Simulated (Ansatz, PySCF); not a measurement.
Molecule: TeCl4, net charge 0, singlet state. 
Structure (B3LYP-D3(BJ)/def2-TZVP (Ansatz, an electronic-structure program) minimum search):
```
Te
Cl 1 2.3249
Cl 1 2.3249 2 100.18
Cl 1 2.4633 2 90.06 3 -90.08
Cl 1 2.4633 2 90.06 4 -179.85
```
Charge 0, spin multiplicity 1.

Total electronic energies in hartree. Correlated levels leave the core frozen unless marked. No spin-orbit coupling. Frozen are the shells of the preceding noble gas and the d and f shells that filled before the atom's block. In def2 rows, elements after Kr have scalar-relativistic effective core potentials. STO-3G rows are all-electron and non-relativistic. CBS marks a two-point X^-3 extrapolation of the correlation energy; Hartree-Fock from the larger set. [CCSD(T)-MP2]/basis is that difference in the basis named.

```json
[
 {"level": "revPBE-D4/def2-TZVPD", "program": "Ansatz + dftd4", "energy (Eh)": "-2108.68946"},
 {"level": "revPBE/def2-TZVPD", "program": "Ansatz", "energy (Eh)": "-2108.66584"},
 {"level": "r2SCAN/def2-TZVPD", "program": "Ansatz", "energy (Eh)": "-2108.93858"},
 {"level": "B3LYP-D3(BJ)/def2-TZVPD", "program": "Ansatz + dftd3", "energy (Eh)": "(withheld)"},
 {"level": "TPSSh-D3(BJ)/def2-TZVPD", "program": "PySCF + dftd3", "energy (Eh)": "-2108.93797"},
 {"level": "TPSSh-D4/def2-TZVPD", "program": "PySCF + dftd4", "energy (Eh)": "-2108.93850"},
 {"level": "M06-2X/def2-TZVPD", "program": "PySCF", "energy (Eh)": "-2108.79497"},
 {"level": "LC-wPBE-D3(BJ)/def2-TZVPD", "program": "Ansatz + dftd3", "energy (Eh)": "-2108.46965"},
 {"level": "wB97X/def2-TZVPD", "program": "Ansatz", "energy (Eh)": "-2108.97108"},
 {"level": "B2GP-PLYP/def2-TZVPD", "program": "Ansatz", "energy (Eh)": "(withheld)"},
 {"level": "MP2/STO-3G", "program": "Ansatz", "energy (Eh)": "-8365.48171"},
 {"level": "MP2/def2-TZVPP", "program": "Ansatz", "energy (Eh)": "-2105.99088"},
 {"level": "SCS-MP2/def2-TZVPPD", "program": "Ansatz", "energy (Eh)": "-2105.97953"},
 {"level": "RI-MP2/CBS(def2-TZVPP,def2-QZVPP)+[CCSD(T)-MP2]/def2-SVP", "program": "Ansatz", "energy (Eh)": "-2106.2884"},
 {"level": "RI-MP2/CBS(def2-TZVPPD,def2-QZVPPD)+[CCSD(T)-MP2]/def2-TZVPPD", "program": "Ansatz", "energy (Eh)": "-2106.3247"}
]
```

Question: Complete the blanks.

Answer: 
- B3LYP-D3(BJ)/def2-TZVPD, energy (Eh): -2109.10957
- B2GP-PLYP/def2-TZVPD, energy (Eh): -2107.88243
